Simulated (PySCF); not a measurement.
## Identify the compound

An unknown has the formula C7H9FOSi. Its calculated NMR data are:

¹H NMR (600 MHz, computed): δ 6.27 (m, 1H), 6.12 (m, 1H), 5.10 (m, 1H), 4.82 (m, 1H), 4.33 (m, 1H), 2.23 (m, 1H), 1.93 (s, 3H).

¹³C{¹H} NMR (computed): δ 142.8 (C), 116.2 (CH2), 86.1 (C), 82.9 (C), 56.8 (CH), 17.7 (CH), 4.8 (CH3).

Calculated, not measured (PySCF 2.14): geometry: GFN2-xTB, shieldings: GIAO PBE0/pcSseg-1. Single conformer, no relativistic terms, no solvent model, fast rotation and ring inversion assumed for equivalent nuclei.

References, each an isolated molecule treated in the same way: TMS for ¹H and ¹³C.

What is the structure?

Answers


1. Rings plus π bonds: 4 (1 ring in the answer).
2. 7 carbon signals for 7 carbons: no two carbons are equivalent.
3. Carbon types of the structure: 3 × C, 2 × CH, 1 × CH2, 1 × CH3, leaving 2 H on heteroatoms.
4. δC 142.8: fully substituted alkene carbon; the olefinic region.
5. δC 116.2: terminal =CH2 carbon; an sp2 carbon of a C=C bond.
6. δC 86.1, 82.9: alkyne carbon; sp carbons lie upfield of alkene carbons because the cylindrical π system leaves one tensor component strongly shielded.
7. δC 56.8, 17.7: three-membered-ring carbon.
8. δC 4.8: propargylic methyl carbon; aliphatic region, no heteroatom directly attached.
9. δH 6.27, 6.12: hydrogen on a terminal =CH2 carbon; attached to an sp2 carbon and in the plane of the double bond.
10. δH 4.33, 2.23: hydrogen on a three-membered-ring carbon.

These data were computed for SMILES C=C1[C@@H](C#CC)[C@H]1O[SiH2]F.

The data come from this structure; uniqueness wasn't tested.

Splittings by ¹⁹F in the carbon and heteronuclear signals aren't shown, as no couplings were computed. Shifts are as computed. Against solution values, carbons near 30 ppm lie about +3 ppm off and those near 130 ppm about +5 ppm. Of 1211 compounds with measured shifts, 218 miss one by over three times the rms of a fit or turn the order of signals round; such compounds aren't used in these exercises. No couplings were computed; multiplicities are counted from neighbouring protons, with m where these are inequivalent, close in shift, in a saturated or five-membered ring or joined by F or P, and br s for small geminal =CH2 splittings.
